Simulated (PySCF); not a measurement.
How the method moves the HOMO and LUMO of `C[Si@H](N)O[SiH3]`

CH₉NOSi₂.
SMILES with atom numbers: `[CH3:1][Si@H:2]([NH2:3])[O:4][SiH3:5]` (hydrogens: H6, H7, H8 on C1; H9 on Si2; H10, H11 on N3; H12, H13, H14 on Si5)

Cartesian coordinates in Å at the PBE0-D3(BJ)/def2-SVP level; atoms count from 1:
```
atom  x, y, z in Å
C1    -1.9161   -1.0056    0.2037
Si2   -0.5741    0.0076    1.0032
N3    -0.6581    1.6348    0.4465
O4     0.8882   -0.7262    0.6347
Si5    2.2994   -0.2482   -0.0848
H6    -2.9136   -0.6544    0.5076
H7    -1.8468   -0.9415   -0.8941
H8    -1.8170   -2.0659    0.4813
H9    -0.6726    0.0456    2.4893
H10   -0.8224    1.8677   -0.5255
H11   -0.2134    2.3966    0.9438
H12    2.0685    0.1733   -1.5026
H13    3.2472   -1.3985   -0.0755
H14    2.9240    0.8998    0.6446
```

Basis pcSseg-1 throughout (PySCF), one geometry. Geometry: PBE0-D3(BJ)/def2-SVP, one conformer, isolated molecule.

Question: How do the orbital energies, the gap and the dipole change with the method?

Answer: 
| method | kind | HOMO (eV) | LUMO (eV) | gap (eV) | μ (D) | SCF cycles |
| --- | --- | --- | --- | --- | --- | --- |
| B97-2 | global hybrid | -7.32 | 0.59 | 7.91 | 1.63 | 13 |
| PBE0 | global hybrid | -7.60 | 0.56 | 8.16 | 1.65 | 13 |
| mPW1PW91 | global hybrid | -7.64 | 0.58 | 8.22 | 1.64 | 13 |
| BHandHLYP | global hybrid | -8.99 | 1.39 | 10.38 | 1.63 | 12 |
| CAM-B3LYP | range-separated hybrid | -9.04 | 1.53 | 10.57 | 1.65 | 13 |
| wB97X-D | range-separated hybrid | -9.55 | 2.36 | 11.91 | 1.64 | 13 |
| LC-wPBE | range-separated hybrid | -10.50 | 2.76 | 13.27 | 1.64 | 13 |

The HOMO spans 3.19 eV, from B97-2 down to LC-wPBE, and the gap runs from 7.91 eV (B97-2) to 13.27 eV (LC-wPBE). Over the methods B97-2 (21 %), PBE0 (25 %), mPW1PW91 (25 %), BHandHLYP (50 %), a straight line through the gap against the share of exact exchange rises by 0.87 eV for each 10 % (correlation coefficient 0.999). The dipole ranges from 1.63 D (B97-2) to 1.65 D (PBE0). This basis has no diffuse functions.

The vertical ΔSCF ionisation energy at wB97X-D/def2-SVPD is 10.00 eV; −ε(HOMO) comes closest to it with wB97X-D (9.55 eV).
